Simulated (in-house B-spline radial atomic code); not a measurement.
How numerical settings move a run on neutral silver, [Kr] 4d10 5s1. Computed with a B-spline radial code for spherical atoms: scalar-relativistic (X2C) Hartree-Fock, spin-polarised, averaged over the determinants with the given up and down occupations, Fermi nucleus of rms radius 4.5454 fm.

Command:
```bash
python run_scf.py task.json out
```
Settings of the sound reference run:
```
Z                47
electrons        47
configuration    [Kr] 4d10 5s1
hamiltonian      x2c
method           hf
spin_polarised   True
nucleus          fermi
rms_radius       4.5454
mass_number      107
atomic_mass      106.9051
speed_of_light   137.036
knot_spacing     0.22
spline_order     8
gauss_points     12
box_radius       50
max_iterations   70
damping          0.5
damped_steps     3
diis_vectors     10
tolerance        1e-08
start            Thomas-Fermi
```

Time taken, with all properties: 0.47 s on 1 thread of Intel(R) Xeon(R) Platinum 8259CL CPU @ 2.50GHz, with other jobs on the host.

It converges in 12 iterations to -5312.879871 hartree, with 5s up at -6.48336 eV. The other runs change the listed settings, some to values that make no sense; their results aren't properties of the atom or ion. Radii are in bohr (the nuclear one in fm), a minus after a letter asks for a j subshell, and «unchanged» means within 1e-8 hartree. The run stops when the residual is below 10 × tolerance × max(1, Z/10), or a noise floor if that is larger, and the energy moves by less than 1e-8 × √|E| hartree; so very loose and very tight tolerances often act alike.

| changed settings | outcome |
| --- | --- |
| box_radius = 3 | converged in 10 iterations, energy +1.35e+00 hartree from the reference, 5s up level +2.2e+01 eV (the program warns: 5s up has a positive eigenvalue: unbound, held by the box; 4s up reaches the box edge) |
| knot_spacing = 0.3 | converged in 12 iterations, energy +1.50e-05 hartree from the reference, 5s up level -3.3e-07 eV |
| box_radius = 100 | converged in 12 iterations, energy +1.97e-07 hartree from the reference, 5s up level +7.4e-07 eV |
| box_radius = 200 | converged in 12 iterations, energy +4.28e-07 hartree from the reference, 5s up level +5.5e-07 eV |
| box_radius = 7.5 | converged in 11 iterations, energy +6.32e-03 hartree from the reference, 5s up level +1.5e-01 eV (the program warns: 5s up reaches the box edge; 4d up reaches the box edge) |
| spline_order = 4, box_radius = 3, max_iterations = 75, damping = 0.8, diis_vectors = 2 | converged in 12 iterations, energy +1.35e+00 hartree from the reference, 5s up level +2.2e+01 eV (the program warns: 5s up has a positive eigenvalue: unbound, held by the box; 4s up reaches the box edge) |
| knot_spacing = 0.15 | converged in 11 iterations, energy +1.27e-06 hartree from the reference, 5s up level -1.7e-05 eV |
| box_radius = 25 | converged in 12 iterations, energy -4.92e-07 hartree from the reference, 5s up level -4.2e-07 eV |
| tolerance = 1e-13 | converged in 12 iterations, energy unchanged |
| electrons = 49, configuration = [Kr] 4d10 5s3, max_iterations = 60 | stopped with error: shell 5s holds at most 1 electrons (per spin) |
| max_iterations = 50, diis_vectors = 1, tolerance = 0.001 | converged in 14 iterations, energy +1.78e-06 hartree from the reference, 5s up level +2.9e-03 eV |
| knot_spacing = 0.4 | converged in 12 iterations, energy +1.84e-03 hartree from the reference, 5s up level -2.9e-05 eV |
| knot_spacing = 2 | converged in 11 iterations, energy +4.02e+02 hartree from the reference, 5s up level -3.7e-01 eV (the program warns: 3s up reaches the box edge; 3s down reaches the box edge) |
| max_iterations = 100, damped_steps = 8, diis_vectors = 0, tolerance = 1e-05 | converged in 14 iterations, energy +5.67e-07 hartree from the reference, 5s up level -8.5e-04 eV |
| electrons = 48, configuration = [Kr] 4d10 5s1 3f1, max_iterations = 75 | stopped with error: there is no 3f shell |
| knot_spacing = 1 | converged in 12 iterations, energy +2.65e+01 hartree from the reference, 5s up level +1.7e-01 eV |
| knot_spacing = 1.4 | converged in 11 iterations, energy +6.02e+01 hartree from the reference, 5s up level +1.5e+00 eV |
| knot_spacing = 0.1 | converged in 11 iterations, energy -3.25e-07 hartree from the reference, 5s up level -1.6e-05 eV |

What happens with knot_spacing = 0.55?

Converged in 12 iterations, energy +2.23e-01 hartree from the reference, 5s up level +1.1e-02 eV.

What happens with box_radius = 15?

Converged in 12 iterations, energy +9.58e-07 hartree from the reference, 5s up level +2.8e-05 eV (the program warns: 5s up reaches the box edge).

What happens with hamiltonian = dirac, spin_polarised = False, speed_of_light = 51.71739?

Converged in 12 iterations to -6648.2557 hartree, a different physical problem.

What happens with box_radius = 2?

Converged in 9 iterations, energy +1.04e+01 hartree from the reference, 5s up level +1.1e+02 eV (the program warns: 5s up has a positive eigenvalue: unbound, held by the box; 4d up has a positive eigenvalue: unbound, held by the box).
